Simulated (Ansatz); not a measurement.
```yaml
crystal:
  periodic: [false, false, false]
  atoms:
    - {symbol: Ca, position_ang: [0.055028, -3.742324, 0.417744]}
    - {symbol: Ca, position_ang: [-2.305593, 1.044345, 0.374153]}
    - {symbol: Ca, position_ang: [1.157536, -0.355681, -0.187125]}
    - {symbol: Ca, position_ang: [0.166748, 4.934551, -0.667687]}
    - {symbol: Se, position_ang: [2.370228, -2.739373, -0.162813]}
    - {symbol: Se, position_ang: [0.003694, 2.293608, -0.236020]}
    - {symbol: Se, position_ang: [-1.447640, -1.435116, 0.461748]}
basis:
  gaussian: {orbitals: def2-TZVP, initial_orbitals: start.molden}
total_charge: 1
magnetization: {spin_polarized: true, initial_magnetization: 1}
hamiltonian: {xc: pbe0, dispersion: d4}
scf: {omitted_lower_state_checks: [starts]}
output: {orbitals: {seedname: orbitals}}
```

The file start.molden holds the orbitals of an earlier run on this structure, at another level or in another basis.

```sh
$ ansatz run in.yaml --threads 4 --pin off --events-out ev --progress --plain --max-ram 4787MiB
```

(1) Does this run fit into the memory that it is given?

Results:

(1) No. It has 288 basis functions, and Ansatz plans for 6 GiB where 5 GiB are given.
